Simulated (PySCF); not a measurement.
Compound: C7H7FO.
Structure used (GFN2-xTB), in Å, numbered top down from 1:
```xyz
16
C7H7FO angstrom
C     -1.994   -0.638   -0.195
C     -0.569   -0.176   -0.031
C     -0.158    1.139   -0.721
C      0.896    1.572   -0.052
C      1.121    0.517    1.039
O     -0.214    0.135    1.323
C      1.587   -0.732    0.285
F      2.845   -1.167    0.329
C      0.543   -1.176   -0.393
H     -2.159   -1.537    0.392
H     -2.193   -0.849   -1.243
H     -2.672    0.137    0.152
H     -0.664    1.549   -1.571
H      1.515    2.434   -0.192
H      1.676    0.802    1.926
H      0.431   -2.003   -1.062
```

Closed-shell single points with PySCF (density fitting; grid level 2 and gas phase unless stated) on one GFN2-xTB geometry.

Task: Rank these settings by the HOMO energy, lowest first.
A. PBE0/def2-SVPD
B. KT2/IGLO-II, energy threshold 1e-11 Eh, damping 0.2 at the start, DIIS from the seventh cycle
C. OLYP/IGLO-II, energy threshold 1e-08 Eh
D. PBE0/def2-SVP, energy threshold 1e-11 Eh

Result: A (-6.55 eV), D (-6.41 eV), B (-5.22 eV), C (-5.02 eV).

Task: Rank these settings by the LUMO energy, lowest first.
A. PBE0/def2-SVPD
B. OLYP/IGLO-II, energy threshold 1e-08 Eh
C. PBE0/def2-SVP, energy threshold 1e-11 Eh
D. KT2/IGLO-II, energy threshold 1e-11 Eh, damping 0.2 at the start, DIIS from the seventh cycle

Result: D (-1.73 eV), B (-1.46 eV), A (-0.87 eV), C (-0.63 eV).

All figures of these runs:

```csv
settings,basis functions,SCF cycles,E (Eh),HOMO (eV),LUMO (eV),dipole (D)
PBE0/def2-SVPD,242,14,-445.1301,-6.55,-0.87,1.81
"KT2/IGLO-II, energy threshold 1e-11 Eh, damping 0.2 at the start, DIIS from the seventh cycle",240,29,-453.3382,-5.22,-1.73,1.59
"OLYP/IGLO-II, energy threshold 1e-08 Eh",240,11,-445.8858,-5.02,-1.46,1.54
"PBE0/def2-SVP, energy threshold 1e-11 Eh",161,13,-445.1019,-6.41,-0.63,1.67
```

Cycle counts include a coarse-grid stage where the run had one. KT2 was designed for NMR shieldings or shifts; total energies of different functionals aren't comparable.
